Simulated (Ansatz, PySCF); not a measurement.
Isomers of Cl2H4Si2: 1 is [SiH3][SiH](Cl)Cl, 2 is Cl[SiH2][SiH2]Cl; one conformer of each (the lowest of an xTB search), B3LYP-D3(BJ)/def2-TZVP minima.
Isomer 1 (charge 0, multiplicity 1):
| atom | x (Å) | y (Å) | z (Å) |
|---|---|---|---|
| Si | -1.2363 | -0.0200 | -0.0709 |
| Si | 1.0853 | -0.0243 | 0.2093 |
| Cl | 1.8169 | 1.8655 | -0.1915 |
| Cl | 1.9221 | -1.3724 | -1.1135 |
| H | -1.7645 | -1.3758 | 0.2068 |
| H | -1.5392 | 0.3665 | -1.4667 |
| H | -1.8401 | 0.9536 | 0.8682 |
| H | 1.5559 | -0.3931 | 1.5582 |
Isomer 2 (charge 0, multiplicity 1):
```tsv
atom	x (Å)	y (Å)	z (Å)
Cl	-2.2637	1.3935	-0.2840
Si	-1.1262	-0.3173	0.0192
Si	1.1262	0.3173	-0.0188
Cl	2.2637	-1.3940	0.2810
H	-1.5007	-0.8998	1.3254
H	-1.4341	-1.2783	-1.0612
H	1.4349	1.2769	1.0627
H	1.4998	0.9016	-1.3244
```

No zero-point or thermal terms.

Correlated levels freeze the cores. CBS(a, b) extrapolates the correlation energy as X⁻³ and adds the Hartree–Fock energy of set b. Rows in 6-31G* carry no dispersion term and start afresh at each structure (6-31G* with six Cartesian d functions).

Run with Ansatz (an electronic-structure program) with Gaussian orbitals; PySCF for 6-31G* rows, M06-2X, the dispersion terms. 

| level | electronic energy of isomer 2 less that of isomer 1 (kJ/mol) |
|---|---|
| BLYP-D4/def2-TZVPP | ___ |
| B3LYP/6-31G* | 6.9 |
| B3LYP-D3(BJ)/def2-TZVPP | 8.6 |
| M06-2X/6-31G* | 7.1 |
| M06-2X/def2-TZVPP | 7.2 |
| CAM-B3LYP-D3(BJ)/def2-TZVPP | 8.2 |
| SCS-MP2/cc-pV(T+d)Z | 7.6 |
| CCSD/cc-pV(Q+d)Z | 7.1 |
| CCSD(T)/CBS(cc-pV(T+d)Z, cc-pV(Q+d)Z) | 8.3 |

### Question
Fill in the missing entries.

### Answer

- BLYP-D4/def2-TZVPP, electronic energy of isomer 2 less that of isomer 1 (kJ/mol): 10.2
